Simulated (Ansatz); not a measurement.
Input for Ansatz (a first-principles code): U-revPBE/def2-TZVPP on CH3 (SMILES [CH3]).

Ansatz 0.2 input:
```yaml
crystal:
  periodic: [false, false, false]
  atoms:
    - {symbol: C, position_ang: [0.00002336, -0.00000021, 0.00002473]}
    - {symbol: H, position_ang: [1.06843988, -0.14744172, 0.02934007]}
    - {symbol: H, position_ang: [-0.66110840, -0.85158602, -0.04256825]}
    - {symbol: H, position_ang: [-0.40725484, 0.99902795, 0.01330346]}
basis:
  gaussian:
    orbitals: def2-TZVPP
hamiltonian:
  xc: {name: revPBE}
magnetization: {spin_polarized: true, initial_magnetization: 1}
```

Program output:

```
WARN ansatz: RAYON_NUM_THREADS=4 ignored (pool sized by the plan → 4); use --threads N
Functional definition: revPBE
integrals: 0.01 GiB planned
357 factors; their error is unknown
mean field: 0.16 GiB planned
mean field evaluation 1: about -1080.0997 eV, gradient 2.9e1 eV
mean field evaluation 2: about -1077.0303 eV, gradient 3.5e1 eV
mean field evaluation 4: about -1084.1843 eV, gradient 1.0e-1 eV
mean field evaluation 8: about -1084.1748 eV, gradient 2.2e-1 eV
mean field evaluation 16: about -1084.1750 eV, gradient 2.6e-5 eV
mean field -1084.17496170 eV, -39.8426949622 hartree, gradient 2.6e-5 eV, S^2 0.754153; 0 other end points of the search recorded, 0 dependent functions left out
reference -1084.17499580 eV, -39.8426962153 hartree; 5, 4 occupied and 68, 69 virtual orbitals, 357 factors
Total energy: -1084.17499580 eV, -39.8426962153 hartree
```

Self-consistency was reached.

Cost: roughly 1.0 core-seconds.
